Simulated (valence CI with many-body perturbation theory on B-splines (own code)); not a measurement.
**Questions on Ir³⁷⁺**

Computed by configuration interaction combined with many-body perturbation theory (CI+MBPT): four valence electrons over a frozen Dirac-Fock core [Kr], a basis of 7 s, 7 p, 8 d, 6 f, 4 g, 1 h functions for each j, with the one-electron correlation potential Σ1, the two-electron term Σ2, the three-electron term Σ3, Breit, model QED; selected CI, second order for the rest, scaled by the run's own slope (own B-spline code, finite nucleus).

No measured spectrum was set against this ion. As an estimate, large intervals hold to a few tenths of a per cent, small ones and those within an open d or f shell to about a per cent. The list stops below the first excitations out of the core.

Levels are named by their leading jj configuration (3d3/2^4 stands for four electrons in 3d with j = 3/2), which in mixed levels can hold well under half, so a name can repeat and another be missing.

Rates and lifetimes use the calculated energies. Strong lines usually hold to 10 to 20 %, long lifetimes can be off by a factor of two.

Problem. What is the ground level?

Solution. (4d3/2^4) J=0, composition 59 % 4d4 3P + 28 % 4d4 5D + 13 % 4d4 1S.

Problem. Name the longest-lived excited levels whose lifetime is computed, and their main decay.

Solution. (4d3/2^2 4d5/2^2) J=6 at 46.39 eV lives 45.6 ms, mostly by M1 to (4d3/2^2 4d5/2^2) J=5. The lifetime of (4d3/2^3 4d5/2) J=4 is too uncertain to give, and may be longer.

Problem. What is the ionisation energy?

Solution. 1685 eV; NIST lists 1684 ± 4 eV (theoretical).

Problem. How well does LS coupling describe the low levels?

Solution. Among the lowest 20 levels the leading LS term, summed over configurations, holds 47 % on average. For single configurations the figures are 47 % in LS and 96 % in jj coupling. Terms mix most in the J = 4 level at 23.89 eV, where the leading one holds 29 %.
